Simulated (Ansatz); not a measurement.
Gas-phase electronic energies from Ansatz, PBE0-D4/def2-TZVP geometries. CBS: MP2 limit from def2 TZ/QZ plus the TZ coupled-cluster correction, frozen cores. This one scheme is used for every species. DFT in def2-TZVPP. B3LYP here is the variant with VWN-RPA as its local correlation; programs differ in this. For Br outer-core shells are correlated without core-valence functions, which leaves a few kJ/mol of doubt a bond. Scalar relativity is left out up to krypton. One conformer a species, not always the lowest.

`C[SiH2][SiH](F)Cl` + `CBr` → `C[SiH2]CBr` + `F[SiH2]Cl`  (formal exchange of groups at the Si–Si bond)

`C[SiH2][SiH](F)Cl`:

Z-matrix (Å, degrees):
```
C
Si 1 1.872
H 1 1.092 2 110.6
H 1 1.092 2 110.5 3 -120.1
H 1 1.092 2 110.7 3 120.1
Si 2 2.340 1 110.1 3 178.1
H 2 1.489 1 111.5 3 59.8
H 2 1.489 1 111.6 3 -61.3
Cl 6 2.056 2 108.4 1 -54.5
F 6 1.600 2 110.1 1 62.6
H 6 1.483 2 116.9 1 -175.3
```

`CBr`:

```xyz
5

C    -0.022    0.184    0.006
Br    0.208   -1.734   -0.053
H    -0.385    0.508   -0.966
H     0.943    0.630    0.228
H    -0.744    0.412    0.785
```

`C[SiH2]CBr`:

Z-matrix (Å, degrees):
```
C
Si 1 1.864
H 1 1.092 2 110.6
H 1 1.092 2 110.6 3 120.0
H 1 1.093 2 110.9 3 -120.2
C 2 1.884 1 111.2 3 60.0
H 2 1.486 1 111.4 3 -60.7
H 2 1.492 1 110.6 3 178.5
Br 6 1.949 2 110.1 1 -60.3
H 6 1.090 2 112.6 1 58.2
H 6 1.089 2 112.4 1 -178.6
```

`F[SiH2]Cl`:

Cartesian coordinates in Å:
```
F 0.183 1.580 -0.087
Si -0.118 0.022 0.010
Cl 1.640 -0.997 -0.112
H -0.969 -0.357 -1.134
H -0.736 -0.249 1.322
```

| level | ΔE (kJ/mol) | difference from CCSD(T)/CBS |
| --- | --- | --- |
| PBE-D4 | 13.6 | 18.0 |
| r2SCAN-D4 | 3.8 | 8.2 |
| PBE0-D4 | 9.3 | 13.7 |
| B3LYP-D4 | 4.0 | 8.4 |
| ωB97M-V | -5.2 | -0.8 |
| r2SCAN | 3.5 | 7.9 |
| PBE0 | 8.8 | 13.2 |
| B3LYP | 3.6 | 8.0 |
| HF/def2-TZVPP | -6.5 | -2.1 |
| MP2/def2-TZVPP | -11.2 | -6.8 |
| SCS-MP2/def2-TZVPP | -10.5 | -6.1 |
| CCSD(T)/def2-TZVPP | -4.6 | -0.2 |
| HF/def2-QZVPP | -7.1 | -2.7 |
| MP2/def2-QZVPP | -11.3 | -6.9 |
| SCS-MP2/def2-QZVPP | -10.5 | -6.1 |
| HF/CBS(def2) | -7.2 | -2.8 |
| CCSD(T)/CBS | -4.4 | 0 |

Largest T1 diagnostic among the species: 0.011.

From PBE to PBE0 (25 % exact exchange), in def2-TZVPP and without D4, ΔE moves by −4.5 kJ/mol.
